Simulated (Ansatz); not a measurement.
CuBr2. Charge 0, multiplicity 2. Geometry PBE-D4/def2-TZVP; atoms count from 1.

```xyz
3

Cu    0.000    0.000    0.000
Br   -1.930   -0.673   -0.862
Br    1.930    0.673    0.862
```

**Question.** Estimate the Mulliken populations from the PBE0/def2-TZVP orbitals of Ansatz.

**Answer.** 
```tsv
atom	charge (e)	spin (α − β)	d electrons
Cu1	0.41	0.38	9.57
Br2	-0.20	0.31	–
Br3	-0.20	0.31	–
```
Mulliken values depend strongly on the basis.

**Question.** Where does the spin sit?

**Answer.** Summed by element: Cu 0.38, Br 0.62, of 1 unpaired in all. Largest on single atoms: Cu1 0.38, Br2 0.31, Br3 0.31.

**Question.** And the Mayer bond orders between heavy atoms (over 0.3)?

**Answer.** Cu1–Br2 1.08 (2.22 Å); Cu1–Br3 1.08 (2.22 Å).
